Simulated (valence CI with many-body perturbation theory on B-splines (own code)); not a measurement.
# Level structure of Au30+

Computed by valence CI with perturbative core correlation (CI+MBPT): three valence electrons over a frozen Dirac-Fock core [Kr] 4d10, a basis of 7 s, 7 p, 7 d, 7 f, 4 g, 2 h functions for each j, with the one-electron correlation potential Σ1 (screened to all orders), the two-electron term Σ2, the three-electron term Σ3, Breit, model QED; selected single and double excitations, second order for the rest, scaled by the run's own slope (own B-spline code, finite nucleus).

No measured spectrum was set against this ion. As an estimate, large intervals hold to a few tenths of a per cent, small ones and those within an open d or f shell to about a per cent. Excitations out of the core, of the other parity, are not computed and may begin above about 184 eV (a cautious bound); beyond it only levels of the ground parity were kept, without lifetimes.

Levels 91 to 113 of 113, with energies above the lowest level, (4f5/2^3) J=9/2. "Leading %" is the weight of the configuration and term that name the level; weights of strongly mixed levels are sums over their largest components and can fall short. In the jj column 3d3/2^4 stands for four electrons in 3d with j = 3/2.

| No. | Configuration | Term | J | E (eV) | Leading % | g | Leading jj |
| --- | --- | --- | --- | --- | --- | --- | --- |
| 91 | 4f2.5p | 4I° | 15/2 | 281.14 | 90 | 1.184 | 4f7/2^2 5p3/2 (58 %) |
| 92 | 4f2.5p | 2P° | 1/2 | 282.24 | 34 | 1.403 | 4f5/2 4f7/2 5p3/2 (90 %) |
| 93 | 4f2.5p | 4S° | 3/2 | 282.40 | 36 | 1.547 | 4f5/2 4f7/2 5p3/2 (52 %) |
| 94 | 4f2.5p | 2G° | 9/2 | 282.86 | 58 | 1.116 | 4f7/2^2 5p3/2 (72 %) |
| 95 | 4f2.5p | 4D° | 7/2 | 283.63 | 42 | 1.216 | 4f5/2 4f7/2 5p3/2 (87 %) |
| 96 | 4f2.5p | 2H° | 11/2 | 284.32 | 47 | 1.148 | 4f7/2^2 5p3/2 (92 %) |
| 97 | 4f2.5p | 2P° | 3/2 | 284.35 | 39 | 1.169 | 4f5/2^2 5p3/2 (48 %) |
| 98 | 4f2.5p | 2F° | 5/2 | 284.66 | 44 | 1.064 | 4f7/2^2 5p3/2 (76 %) |
| 99 | 4f2.5p | 2I° | 13/2 | 284.76 | 59 | 1.055 | 4f7/2^2 5p3/2 (56 %) |
| 100 | 4f2.5p | 2D° | 5/2 | 284.97 | 60 | 1.169 | 4f5/2 4f7/2 5p3/2 (68 %) |
| 101 | 4f2.5p | 2G° | 9/2 | 285.14 | 47 | 1.144 | 4f7/2^2 5p3/2 (75 %) |
| 102 | 4f2.5p | 2F° | 7/2 | 285.40 | 55 | 1.133 | 4f7/2^2 5p3/2 (95 %) |
| 103 | 4f2.5p | 2D° | 3/2 | 286.08 | 56 | 1.121 | 4f5/2 4f7/2 5p3/2 (86 %) |
| 104 | 4f2.5p | 4D° | 5/2 | 286.24 | 45 | 1.388 | 4f5/2 4f7/2 5p3/2 (92 %) |
| 105 | 4f2.5p | 2H° | 11/2 | 286.36 | 48 | 1.047 | 4f7/2^2 5p3/2 (61 %) |
| 106 | 4f2.5p | 2P° | 1/2 | 286.96 | 46 | 1.314 | 4f5/2 4f7/2 5p3/2 (55 %) |
| 107 | 4f2.5p | 2K° | 15/2 | 287.81 | 90 | 1.077 | 4f5/2 4f7/2 5p3/2 (58 %) |
| 108 | 4f2.5p | 2H° | 9/2 | 289.38 | 83 | 0.942 | 4f7/2^2 5p3/2 (51 %) |
| 109 | 4f2.5p | 4D° | 7/2 | 289.70 | 54 | 1.282 | 4f7/2^2 5p3/2 (95 %) |
| 110 | 4f2.5p | 2P° | 1/2 | 289.85 | 82 | 0.721 | 4f7/2^2 5p3/2 (52 %) |
| 111 | 4f2.5p | 2P° | 3/2 | 291.11 | 55 | 1.250 | 4f7/2^2 5p3/2 (79 %) |
| 112 | 4f2.5p | 2D° | 5/2 | 291.30 | 52 | 1.297 | 4f7/2^2 5p3/2 (93 %) |
| 113 | 4f2.5p | 2P° | 3/2 | 300.34 | 89 | 1.326 | 4f7/2^2 5p3/2 (87 %) |

Where two levels of one J and parity lie close, their mixing, g and order are uncertain.
